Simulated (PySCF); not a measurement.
Species: `n1c(cccc1)C(F)F`. The columns A, B, C and D hold Mulliken, IAO, Hirshfeld and ESP-fitted charges (e) of one PBE0/pcSseg-1 density (PySCF), in a shuffled order. Coordinates in Å (PBE0-D3(BJ)/def2-SVP); the density's dipole moment is (-2.94, -0.56, -0.25) D.

```csv
atom,x,y,z,A,B,C,D
F1,2.673,-1.190,0.143,-0.238,-0.104,-0.303,-0.303
C2,2.196,0.076,0.145,+0.315,+0.142,+0.437,+0.604
F3,2.518,0.618,1.342,-0.222,-0.109,-0.299,-0.301
C4,0.701,0.072,-0.038,+0.598,+0.037,+0.094,-0.020
C5,-0.096,-0.804,0.702,-0.604,-0.048,-0.165,-0.056
C6,-1.474,-0.741,0.527,+0.277,-0.024,-0.115,-0.007
C7,-1.991,0.186,-0.377,-0.571,-0.045,-0.172,-0.179
C8,-1.102,1.008,-1.068,+0.517,+0.021,-0.007,+0.146
N9,0.217,0.955,-0.904,-0.738,-0.153,-0.277,-0.439
H10,2.683,0.655,-0.656,+0.081,+0.050,+0.156,+0.112
H11,0.364,-1.516,1.390,+0.242,+0.057,+0.169,+0.109
H12,-2.137,-1.406,1.085,+0.092,+0.062,+0.162,+0.112
H13,-3.066,0.270,-0.547,+0.211,+0.059,+0.162,+0.110
H14,-1.475,1.743,-1.789,+0.038,+0.056,+0.158,+0.112
```

Question: Which column most likely holds the ESP-fitted charges?

Answer: A. Σ q r misses the density's dipole by 0.04 D (A), 0.66 D (D), 1.17 D (B), 1.51 D (C). Charges fitted to the outside potential are the only set here that is tied to the molecule's multipoles.

Question: And the Hirshfeld charges?

Answer: B. The mean sizes are 0.069 e (B), 0.186 e (D), 0.191 e (C), 0.339 e (A), and Hirshfeld charges are commonly the smallest of these schemes.

As computed, A = ESP-fitted, B = Hirshfeld, C = IAO, D = Mulliken. Hydrogens on carbon: ESP-fitted +0.04 to +0.24, Hirshfeld +0.05 to +0.06, IAO +0.16 to +0.17, Mulliken +0.11 to +0.11 e.

The Mulliken scheme counts on each atom the diagonal of the density matrix times the overlap matrix over that atom's basis functions. The Hirshfeld scheme divides the density at each point in proportion to the densities of the neutral, spherically averaged free atoms.

The structure is a single PBE0-D3(BJ)/def2-SVP conformer in the gas phase; no vibrational or solvent corrections.

The run behind these numbers computed NMR shieldings as well. Hardware: one thread of an Arm Neoverse V1, no GPU, shared host. Cost: 21 s.

Conformer computed: `[F:1][CH:2]([F:3])[c:4]1[cH:5][cH:6][cH:7][cH:8][n:9]1`: F1–C2–C4–C5 46°.
